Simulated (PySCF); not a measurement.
SMILES C[Si](C)(O)C[CH2][Al]([OH])[OH] (C₄H₁₃AlO₃Si), GFN2-xTB optimised geometry.

```
22

Si    -0.19     0.29     0.00
C     -0.87     2.07     0.00
C     -0.62    -0.62     1.61
O      1.45     0.29     0.00
C     -0.86    -0.63    -1.54
C     -0.33    -2.07    -1.62
Al    -0.84    -3.01    -3.32
O     -1.63    -2.15    -4.49
O     -0.42    -4.60    -3.46
H     -0.43     2.65     0.81
H     -0.64     2.59    -0.93
H     -1.94     2.09     0.13
H     -0.12    -1.58     1.67
H     -0.31    -0.04     2.48
H     -1.69    -0.79     1.70
H      1.94     0.69    -0.71
H     -1.95    -0.65    -1.53
H     -0.58    -0.09    -2.44
H      0.75    -2.07    -1.52
H     -0.70    -2.65    -0.77
H     -2.09    -1.64    -5.14
H     -0.19    -5.51    -3.55
```

Density from B3LYP/def2-SVP run with PySCF at that geometry.

Minimum of the electron density along straight lines between bonded atoms, close to the bond critical point (lines longer than 1.1 times the sum of covalent radii, or with two minima, are not listed):

```
bond    length / Å  ρ at the minimum / e bohr⁻³  ∇²ρ there / e bohr⁻⁵  position (fraction from the first atom)
------  ----------  ---------------------------  --------------------  ---------------------------------------
Si1–C2       1.907                        0.110                  0.31                                     0.38
Si1–C3       1.899                        0.113                  0.32                                     0.38
Si1–O4       1.640                        0.124                  1.04                                     0.41
Si1–C5       1.913                        0.113                  0.30                                     0.38
C5–C6        1.530                            ?                     ?                                     0.50
C6–Al7       2.010                            ?                  0.29                                     0.61
Al7–O8       1.648                        0.102                  1.03                                     0.44
Al7–O9       1.648                        0.102                  1.03                                     0.44
C2–H10       1.086                        0.272                 -0.97                                     0.62
C2–H11       1.086                        0.271                 -0.96                                     0.62
C2–H12       1.084                        0.272                 -0.97                                     0.62
C3–H14       1.085                        0.272                 -0.97                                     0.62
C3–H15       1.085                        0.272                 -0.96                                     0.62
O4–H16       0.953                        0.357                 -2.37                                     0.81
C5–H17       1.090                        0.272                 -0.95                                     0.62
C5–H18       1.092                        0.271                 -0.94                                     0.62
C6–H19       1.093                        0.270                 -0.94                                     0.62
C6–H20       1.092                        0.270                 -0.94                                     0.62
O8–H21       0.945                        0.363                 -2.54                                     0.82
O9–H22       0.945                        0.363                 -2.54                                     0.82
```

Problem. Fill in the missing entries.

Solution. 
- C5–C6, ρ at the minimum / e bohr⁻³: 0.236
- C5–C6, ∇²ρ there / e bohr⁻⁵: -0.51
- C6–Al7, ρ at the minimum / e bohr⁻³: 0.078
